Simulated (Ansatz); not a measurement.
`BC=O` + `N=C=N` → `BN=C=N` + `C=O` at 400 K and 1 bar (ligand exchange at a B–C bond).

Gas-phase electronic energies from Ansatz, PBE0-D4/def2-TZVP geometries. CCSD(T)/CBS adds triple-zeta CCSD(T) − MP2 to the extrapolated MP2 energy (def2 sets, frozen cores). This one scheme is used for every species. Each species was taken in one conformer, which may not be the lowest.

```csv
species,CCSD(T)/CBS energy (Eh),H − E (kJ/mol),S (J/(mol·K))
`BC=O`,-139.76288,119.8,286.1
`N=C=N`,-148.62207,103.6,254.8
`BN=C=N`,-174.03719,141.6,307.5
`C=O`,-114.39408,83.9,229.4
```

H − E and S are ideal-gas, rigid-rotor, harmonic terms from PBE0-D4/def2-TZVP, for one conformer and one mirror image of each species. 1 Eh = 2625.50 kJ/mol, R = 8.31446 J/(mol·K).

Q: By hand: ΔE, ΔH, ΔS and ΔG.

A: ΔE = (-174.03719) + (-114.39408) − (-139.76288) − (-148.62207) = -0.04632 Eh = -121.6 kJ/mol. Δ(H − E) = 141.6 + 83.9 − 119.8 − 103.6 = 2.1, so ΔH = -119.5 kJ/mol. ΔS = 307.5 + 229.4 − 286.1 − 254.8 = -4.0 J/(mol·K). ΔG = -119.5 − 400 × (-4.0)/1000 = -117.9 kJ/mol.

Q: By hand: the equilibrium constant, and the temperature at which ΔG would vanish if ΔH and ΔS stayed fixed.

A: log₁₀ K = −ΔG/(RT ln 10) = 15.4. ΔG = 0 at ΔH/ΔS = 29875 K, far beyond where these terms or the molecules hold.

The number of gas molecules stays the same, so ΔS is small and ΔH decides. A doubt of 5 kJ/mol in ΔE shifts log₁₀ K by 0.7 here. Other conformers and mirror images would add mixing entropy, several J/(mol·K) or more a flexible species. These are equilibria of isolated gas molecules and say nothing of rates. Largest T1 diagnostic: 0.021 (customary marks: 0.02 for closed shells, 0.045 for open ones).
